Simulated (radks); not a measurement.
Problem. The table gives one normalised radial function P(r) = r R(r) (large component) of W2+ in [Xe] 4f13 5d4 6s1 (r in bohr). Method: Dirac Kohn-Sham, LDA (Slater exchange, Perdew-Wang correlation), spin-unpolarised, spherical densities, point nucleus; open shells fill j = l - 1/2 first; computed with a radial shooting solver on a logarithmic mesh with Libxc functionals.

r,P
0.001658,0.0000
0.002595,0.0001
0.004095,0.0002
0.006409,0.0007
0.01003,0.0023
0.0157,0.0076
0.02457,0.0230
0.03846,0.0622
0.0602,0.1401
0.09498,0.2348
0.1487,0.2109
0.2327,-0.0731
0.3642,-0.3698
0.57,-0.1361
0.8922,0.4958
1.396,0.8199
2.203,0.6021
3.448,0.2253
5.397,0.0327
8.448,0.0011

Which n and l does it have? It may be an empty orbital.

Solution. n = 5, l = 2: the number of nodes gives n - l - 1 = 2, the rise at small r points to l (this Dirac orbital starts as r^gamma with gamma = sqrt((l + 1)^2 - (Z/c)^2) = 2.95; the j = 5/2 orbital of l + 1 starts with the same power, but with a smaller coefficient, and then steepens), and the extent must fit the shell. The curve is that of 5d5/2; the two j differ most near the nucleus, where j = l - 1/2 has the larger amplitude, and in heavy atoms j = l - 1/2 is also the more compact. 5d5/2 (empty): eigenvalue -23.210 eV, 2 radial nodes at r = 0.213, 0.633 bohr, <r> = 1.77 bohr, 90 % of the charge inside 2.72 bohr.
